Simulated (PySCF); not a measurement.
Molecule: `CO[Si](C)(C)C`, C4H12OSi.

Atom-mapped SMILES (the numbers label the heavy atoms): `[CH3:1][O:2][Si:3]([CH3:4])([CH3:5])[CH3:6]` (H(Xn): hydrogen on atom n).

Geometry PBE0-D3(BJ)/def2-SVP throughout; GIAO in PySCF, gas phase, one conformer, non-relativistic; equivalent atoms averaged; basis pcSseg-1.

Problem. How do the shifts δ (against TMS, H2O at the same level) depend on the functional? (ppm; last column core-seconds on shared hosts with different chips, so compare them loosely; the GGAs took longer than the global hybrids here, which isn't the general rule, and the cause wasn't traced)

Solution. 
| functional | kind | C1 | C4/C5/C6 | O2 | Si3 | H(C1) | H(C4)/H(C5)/H(C6) | core-s |
| --- | --- | --- | --- | --- | --- | --- | --- | --- |
| HF | Hartree–Fock | 46.2 | -1.2 | -8.2 | 15.6 | 3.26 | 0.05 | 9.8 |
| LDA | LDA | 52.9 | -2.2 | 37.0 | 27.6 | 3.72 | 0.04 | 25 |
| PBE | GGA | 52.7 | -2.0 | 32.2 | 22.6 | 3.65 | 0.04 | 27 |
| BLYP | GGA | 53.3 | -2.2 | 35.2 | 18.8 | 3.68 | 0.03 | 28 |
| BP86 | GGA | 53.1 | -1.8 | 29.3 | 22.3 | 3.65 | 0.04 | 29 |
| OPBE | GGA | 51.2 | -1.6 | 24.3 | 21.8 | 3.54 | 0.06 | 30 |
| KT2 | GGA | 52.1 | -1.9 | 29.1 | 23.6 | 3.63 | 0.04 | 30 |
| KT3 | GGA | 51.5 | -1.8 | 27.6 | 19.1 | 3.56 | 0.05 | 30 |
| B97-D | GGA | 52.5 | -1.9 | 26.1 | 18.2 | 3.63 | 0.04 | 30 |
| B3LYP | global hybrid | 51.8 | -1.9 | 24.5 | 19.2 | 3.55 | 0.04 | 18 |
| PBE0 | global hybrid | 51.0 | -1.6 | 19.0 | 22.3 | 3.49 | 0.05 | 19 |
| mPW1PW91 | global hybrid | 51.1 | -1.5 | 18.1 | 22.0 | 3.47 | 0.05 | 18 |
| WP04 | global hybrid | 53.0 | -1.3 | 13.6 | 11.9 | 3.31 | 0.06 | 16 |
| B97-2 | global hybrid | 51.0 | -1.6 | 17.2 | 19.9 | 3.48 | 0.05 | 16 |
| BHandHLYP | global hybrid | 49.6 | -1.6 | 11.6 | 18.3 | 3.41 | 0.04 | 16 |
| CAM-B3LYP | range-separated hybrid | 50.9 | -1.6 | 20.4 | 21.3 | 3.53 | 0.04 | 22 |
| wB97X-D | range-separated hybrid | 51.1 | -1.3 | 14.6 | 22.4 | 3.47 | 0.05 | 21 |
| LC-wPBE | range-separated hybrid | 50.2 | -0.9 | 10.1 | 25.6 | 3.42 | 0.06 | 33 |

Problem. Which nucleus moves most, in ppm?

Solution. O2 (oxygen bonded to C, Si): from -8.2 ppm with HF to 37.0 ppm with LDA. The smallest spread is 0.03 ppm, at H(C4)/H(C5)/H(C6). Proton shifts span only some 12 ppm, so a few tenths of a ppm matter as much there as several ppm in carbon.
